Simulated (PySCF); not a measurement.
**Static response to an electric field**

Compound: C5H11N2P.
Structure used (GFN2-xTB), in Å, numbered top down from 1:
```xyz
19
C5H11N2P angstrom
C      2.3860   -1.4807    0.0380
N      0.9975   -1.0912    0.1059
P      0.4194    0.3456   -0.1246
N     -1.2504    0.3655    0.0285
C     -1.9107   -0.4919   -0.9422
C     -1.7036    0.1326    1.3902
C      1.0386    2.0170    0.1858
C      0.9096    1.7679   -1.1334
H      3.0730   -0.7251    0.4267
H      2.4911   -2.3853    0.6393
H      2.6822   -1.7155   -0.9880
H     -2.9784   -0.2635   -0.9466
H     -1.7746   -1.5560   -0.7242
H     -1.4944   -0.2803   -1.9277
H     -1.1275    0.7735    2.0582
H     -2.7605    0.3989    1.4592
H     -1.5778   -0.9081    1.7051
H      1.4242    2.8203    0.7877
H      1.1464    2.2856   -2.0452
```

Level: PBE0/def2-SVPD (PySCF), static field, nuclei fixed, core orbitals frozen in the response. The polarisability tensor in these axes (au):

```
x   100.91  -0.13  -1.70
y    -0.13 106.05  -3.10
z    -1.70  -3.10  87.96
```

Question: Give the principal values, the mean and the anisotropy Δα = √{½[(α1 − α2)² + (α2 − α3)² + (α1 − α3)²]}.

Answer: Principal values 87.23, 101.11 and 106.57 au; mean 98.31 au = 14.57 Å³ = 16.21 × 10⁻⁴⁰ C²·m²/J; Δα = 17.27 au (18 % of the mean).

Question: What is the dipole moment, and where does it point?

Answer: (-0.46, 1.94, -0.31) D, 2.02 D in size, pointing from the negative to the positive side. Measured along this direction, the outermost atoms are H10 at the negative end and H18 and H19 at the positive end.

Question: What are the principal values of the traceless quadrupole moment, Θ = ½Σq(3rr − r²1), about the centre of nuclear charge?

Answer: -6.94, 1.59, 5.34 D·Å. The values depend on the origin, since the dipole doesn't vanish. The electronic extent ⟨r²⟩ about the same centre is 1181 bohr², a root-mean-square distance of 2.17 Å for the 70 electrons.

Question: Find the Langevin capture rate constant for O2+ (31.990 u) meeting this molecule (130.066 u), k = 2.342 × 10⁻⁹ cm³/s × √(α in Å³ / reduced mass in u).

Answer: The reduced mass is 25.68 u, so k = 1.76 × 10⁻⁹ cm³/s. The formula leaves out the permanent dipole, which adds to the capture rate.

Question: What would n − 1 = 2πNα be for an ideal gas of these molecules at 298.15 K and 1 atm, electronic part alone?

Answer: N = p/kT = 2.4615 × 10¹⁹ cm⁻³, so n − 1 = 2π × N × 14.57 × 10⁻²⁴ cm³ = 2253 × 10⁻⁶ at long wavelengths.

Question: How large is μ²/3kT at 400 K beside α?

Answer: In Gaussian units μ²/3kT = 24.56 Å³ against 14.57 Å³, a ratio of 1.69; the Debye molar polarisation (4π/3)N_A(α + μ²/3kT) is 98.7 cm³/mol, leaving out the vibrational part.

Question: Estimate the molar refractivity from the static electronic polarisability.

Answer: Lorentz–Lorenz: R = (4π/3)N_A α = 2.5225 cm³/(mol·Å³) × 14.57 Å³ = 36.7 cm³/mol, in the limit of long wavelengths.

Isolated species at its GFN2-xTB geometry (one conformer only). GFN2-xTB frequencies show an imaginary mode (25i cm⁻¹), so this geometry is no minimum at that level.
